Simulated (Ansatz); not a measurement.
Basis-set extrapolation for BFH4SSi (`FB[SiH2]S`) (PBE0-D4/def2-TZVP geometry, frozen core, the Gaussian-basis code of Ansatz). Multiplicity 1, RHF reference.

|  | def2-TZVPP | def2-QZVPP |
| --- | --- | --- |
| HF | -813.056517 | -813.082352 |
| MP2 correlation | -0.645030 | -0.701038 |
| CCSD(T) correlation | -0.717338 | not run |

Energies in hartree. Use E(X) = E(∞) + A·exp(−7.88·√X) for Hartree–Fock and E(X) = E(∞) + B·X^(−2.97) for correlation, with X = 3 and 4, and add CCSD(T) minus MP2 of the smaller set to the MP2 limit.

Question: What is the CCSD(T) energy at the basis-set limit?

Answer: HF limit: -813.082352 + (-0.025835) × 0.13774 = -813.08591. MP2 limit: -0.701038 + (-0.056008) × 0.74074 = -0.74253. Higher-order term: -0.717338 − (-0.645030) = -0.07231. Total: -813.90075 hartree, 79.6 kcal/mol below CCSD(T)/def2-TZVPP.
